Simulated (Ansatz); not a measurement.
`CB(N)[SiH2]Cl` + `B[SiH2][SiH3]` → `CB(N)[SiH2][SiH3]` + `B[SiH2]Cl`  (redistribution)

Isolated molecules relaxed with PBE0-D4/def2-TZVP in Ansatz; ΔE leaves out vibrations. CCSD(T)/CBS adds triple-zeta CCSD(T) − MP2 to the extrapolated MP2 energy (def2 sets, frozen cores). Functionals use def2-TZVPP. B3LYP here is the variant with VWN-RPA as its local correlation; programs differ in this. Each species was taken in one conformer, which may not be the lowest.

Is it downhill or uphill in electronic energy at CCSD(T)/CBS, and by how much? (Estimate.)

Computed: Uphill: ΔE = +0.05 eV.

What do these levels give: B3LYP-D4, PBE, r2SCAN, PBE0, MP2/def2-TZVPP, CCSD/CBS(def2)? (Estimate.)

The calculation gave: B3LYP-D4 0.07, PBE 0.09, r2SCAN 0.08, PBE0 0.07, MP2/def2-TZVPP 0.05, CCSD/CBS(def2) 0.05 eV.

Largest T1 diagnostic among the species: 0.014.
